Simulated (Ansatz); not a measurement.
Cost and result for the atomization energy of `[OH][SnH2][CH2][SiH3]` (12 atoms, 11 bonds).

Cartesian coordinates in Å:
```
O 0.5868 2.0883 -1.2413
Sn -0.3314 0.3706 -1.5409
C 0.3976 -0.9925 -0.0543
Si -0.0602 -0.4902 1.6814
H 0.3938 2.4744 -0.3842
H 0.1409 -0.0485 -3.1220
H -2.0200 0.6122 -1.3877
H 1.4839 -1.0264 -0.1722
H 0.0050 -1.9885 -0.2778
H -1.5362 -0.5642 1.8569
H 0.3580 0.9178 1.9324
H 0.5820 -1.3529 2.7098
```

The species carries charge 0 and has multiplicity 1. Correlated methods include outer-core shells of Sn, which these sets cover unevenly. Sn takes the def2 core potential. The structure was optimised at the PBE0-D4/def2-TZVP level. It is one conformer, not always the lowest. Program: Ansatz. All runs use 4 threads of an Arm Neoverse V2 on a shared host. Times are those of one run each, without the atoms' runs, and a repeat can differ threefold. Electronic energies, without spin–orbit coupling; frozen cores. CCSD(T)/CBS adds CCSD(T) − MP2 in def2-TZVPP to the MP2 limit, and its time is that of the two runs behind it. T1 = 0.013. With those shells the extrapolation isn't a true limit. B3LYP takes the VWN-RPA correlation (the form of Gaussian; ORCA's B3LYP/G).

CCSD(T)/CBS is a level of theory with its own doubt, some kJ/mol a heavy atom from the limit and from the frozen cores, so smaller differences don't rank the functionals.

```tsv
level	functions	wall time	atomization (kJ/mol)	difference from CCSD(T)/CBS	per bond
PBE-D4/def2-TZVPP (with forces)	266	3.1 s	3737.8	-37.7	-3.4
PBE0-D4/def2-TZVPP	266	3.7 s	3698.2	-77.3	-7.0
r2SCAN-D4/def2-TZVPP (with forces)	266	6 s	3736.3	-39.2	-3.6
B3LYP-D4/def2-TZVPP (with forces)	266	6 s	3728.4	-47.1	-4.3
B2PLYP/def2-TZVPP	266	7 s	3687.0	-88.5	-8.0
ωB97X-V/def2-TZVPP	266	9.5 s	3769.2	-6.3	-0.6
ωB97M-V/def2-TZVPP (with forces)	266	14 s	3746.1	-29.4	-2.7
MP2/def2-QZVPP	506	29 s	3727.2	-48.3	-4.4
CCSD(T)/def2-TZVPP	266	5 min	3673.3	-102.2	-9.3
CCSD(T)/CBS(def2)	–	5.4 min	3775.5	0.0	0.0
```

The D4 term adds +41.4 kJ/mol with B3LYP and +21.9 kJ/mol with PBE0; it sums over pairs of atoms, weighted by their polarisabilities, and B3LYP, whose exchange is more repulsive, gets the larger term. In def2-TZVPP, CCSD(T) changes the Hartree–Fock value by +952.9 kJ/mol (the triples alone add +47.1 kJ/mol) and MP2 by +945.4 kJ/mol; breaking electron pairs costs correlation energy, which Hartree–Fock lacks. From PBE to PBE0 (25 % exact exchange), in def2-TZVPP and without D4, the atomization energy moves by −35.9 kJ/mol: exact exchange takes away binding that semilocal exchange gives to molecules.

Spin–orbit coupling would lower the free Sn atoms strongly, and the atomization energy with them, by more than many differences here. For some Ge, Se and Sn compounds the MP2-based and the directly extrapolated limit differ by 10 to 25 kJ/mol.
